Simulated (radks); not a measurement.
Results of a calculation; reference values are marked as such.
Q: Ionisation of Rb+, [Kr], to Rb2+, [Ar] 3d10 4s2 4p5, under several functionals. Scalar-relativistic Kohn-Sham, spin-polarised, spherical densities, finite nucleus; open shells are filled with parallel spins first (spin-orbit coupling, left out, can overturn this in heavy ions); a radial shooting solver on a logarithmic mesh with Libxc functionals. Known Delta-SCF values: LDA (Slater exchange, VWN5 correlation) 27.545 eV; HCTH/407 27.651 eV. What does PBE give, and what is its highest occupied eigenvalue?

A: 27.360 eV by Delta-SCF; the 4p eigenvalue is -21.651 eV. NIST: 27.290 eV (measured).
